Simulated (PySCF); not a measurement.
Q: Write Cartesian coordinates for `CO/C=C1\CC\C1=C\SC(F)(F)F` as optimised with PBE0-D3(BJ)/def2-SVP.

A: 
```xyz
22
C8H9F3OS angstrom
C     -1.7163    2.6895    0.7340
O     -0.3708    2.5615    0.3406
C      0.0803    1.3788   -0.0657
C     -0.5612    0.1918   -0.1456
C     -1.9296   -0.3902    0.1959
C     -1.3677   -1.7830   -0.1916
C     -0.0619   -1.1141   -0.5779
C      1.0496   -1.6335   -1.1316
S      2.4360   -0.6538   -1.6060
C      3.4254   -0.7583   -0.0875
F      3.7146   -2.0103    0.2535
F      2.8156   -0.2019    0.9600
F      4.5641   -0.1053   -0.2955
H     -1.8731    3.7473    0.9786
H     -2.3999    2.4009   -0.0799
H     -1.9340    2.0793    1.6244
H      1.1292    1.4371   -0.3645
H     -2.2499   -0.2980    1.2440
H     -2.7524   -0.0527   -0.4528
H     -1.8875   -2.2976   -1.0137
H     -1.2682   -2.4825    0.6525
H      1.1007   -2.7012   -1.3627
```

Any rigid rotation of these coordinates is as good. Atoms count from 1 in this order. The C–S distances run from 1.763 Å (C8–S9, drawn single) to 1.815 Å (S9–C10, drawn single), a spread of 0.052 Å. The 4-membered ring C4–C5–C6–C7 has internal angles of 87.8° to 91.8°; it is almost planar, 0.02 Å rms from its mean plane, widest ring torsion 3°. S9 (sulfide sulfur) is bent (angle 99.9°). Of the pairs four or more bonds apart, S9···H17 is among the closest relative to their van der Waals radii: 2.76 Å, 92 % of the sum of Bondi's values.

Bonds between heavy atoms (Å): C1–O2 1.408, O2–C3 1.329, C3=C4 1.352, C4–C5 1.526, C5–C6 1.551, C6–C7 1.517, C7=C8 1.346, C8–S9 1.763, S9–C10 1.815, C10–F11 1.329, C10–F12 1.334, C10–F13 1.329, C4–C7 1.463.

Computed with PBE0-D3(BJ)/def2-SVP geometry optimisation, gas phase (PySCF).

Point group: C1 (no symmetry element, even within 0.4 Å). No frequency check. The numbers are those of one conformer (C1–O2–C3–C4 -2°, C7–C8–S9–C10 92°).

On 2 threads of an Intel Xeon at 2.60 GHz, shared host with 96 logical CPUs at a one-minute load of 30, this took 7.0 min wall, 16 min CPU and 1.4 GiB of memory at its peak. That covers the optimisation of the geometry.
